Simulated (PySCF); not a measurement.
isocyanic acid cation (CHNO), SMILES N=C=O (connectivity only; charge and spin as stated), charge +1, multiplicity 2.

Coordinates come from a B3LYP-D3(BJ)/def2-TZVP optimisation. The multiplicity is an assumed one; other spin states were not compared.

The numbers are results of CAM-B3LYP/def2-TZVPD (PySCF), not measurements.

Gas-phase values at a fixed geometry.

```yaml
total_energy: -168.26123 hartree
point_group: Cs
"α spin, highest occupied and lowest empty level": -20.34 and -7.22 eV
"β spin, highest occupied and lowest empty level": -19.77 and -12.99 eV
dipole_moment_about_the_centre_of_nuclear_charge: 0.657 e·Å
mean_static_polarisability: 18.2 bohr³ (2.69 Å³)
polarisability_principal_values: 12.4, 12.6, 29.5 bohr³
"⟨S²⟩": 0.771 (pure state 0.75)
```
